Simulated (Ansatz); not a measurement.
Species: sum formula Si2H2F3, net charge 0, doublet state. It need not be the lowest isomer of its formula. 
Structure (B3LYP-D3(BJ)/def2-TZVP (Ansatz, an electronic-structure program) minimum search):
```xyz
7

F      2.0626    -1.3020    -0.0588
Si     1.4267     0.1682     0.1455
Si    -0.8792     0.0955    -0.3265
F     -1.4108     1.5967    -0.1935
F     -1.5985    -0.7789     0.7980
H      2.1771     1.0969    -0.7435
H     -1.3235    -0.4297    -1.6333
```
Charge 0, spin multiplicity 2.

Quantity: atomisation energy (electronic, to ground-state atoms), in kJ/mol. Valence correlation only, unless marked. UHF or UKS for open shells. Spin-orbit coupling is left out. Non-relativistic. The coupled-cluster limit lacks core correlation, which all-electron functionals hold. Basis-set limits of correlation are two-point, X^-3; Hartree-Fock from the larger set.

```json
[
 {"level": "HF/cc-pV(D+d)Z", "program": "Ansatz", "atomisation energy (kJ/mol)": "1774.9"},
 {"level": "BLYP-D4/def2-TZVPD", "program": "Ansatz + dftd4", "atomisation energy (kJ/mol)": "2544.0"},
 {"level": "PBE0-D3(BJ)/def2-TZVP", "program": "Ansatz + dftd3", "atomisation energy (kJ/mol)": "2514.2"},
 {"level": "PBE0-D3(BJ)/def2-TZVPD", "program": "Ansatz + dftd3", "atomisation energy (kJ/mol)": "2513.8"},
 {"level": "r2SCANh-D4/def2-TZVPD", "program": "Ansatz + dftd4", "atomisation energy (kJ/mol)": "2540.6"},
 {"level": "SCS-MP2/6-31G", "program": "Ansatz", "atomisation energy (kJ/mol)": "1846.4"},
 {"level": "SCS-MP2/cc-pV(D+d)Z", "program": "Ansatz", "atomisation energy (kJ/mol)": "2295.6"}
]
```

Problem. Predict the CCSD(T)/CBS(cc-pV(T+d)Z,cc-pV(Q+d)Z) result (Ansatz).

Solution. 2574.9 kJ/mol, so SCS-MP2/cc-pV(D+d)Z differs from it by -279.3 kJ/mol.
